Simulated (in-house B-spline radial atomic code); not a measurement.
A fraction x of an electron is added to 1s in neutral hydrogen, starting from 1s1 and keeping the highest spin. Level of theory: non-relativistic PBEsol, spin-polarised, spherical fractional occupations, point nucleus; calculated with an all-electron radial atomic-structure program (B-spline basis).

| x | E(x) - E(0) (eV) | 1s down level (eV) |
| --- | --- | --- |
| 0 | 0.0000 | - |
| 0.1 | -0.2519 | -2.775 |
| 0.2 | ? | ? |
| 0.3 | ? | ? |
| 0.4 | -0.8849 | -1.286 |
| 0.5 | -0.9844 | -0.704 |
| 0.6 | -1.0266 | -0.146 |

What belongs in the row x = 0.2?

An energy change of -0.5131 eV; 1s down at -2.402 eV.

What belongs in the row x = 0.3?

An energy change of -0.7272 eV; 1s down at -1.866 eV.

Check Janak's theorem between x = 0.4 and 0.5.

The slope of the energy is -1.00 eV; the orbital levels give -0.99 eV (ε of the filling orbital, averaged over the two points).

Up to what added charge does this functional bind the extra electron?

The highest level rises by about 5.6 eV per electron near x = 0.6 and would reach zero near x = 0.63, so a whole extra electron isn't bound at the basis-set limit.
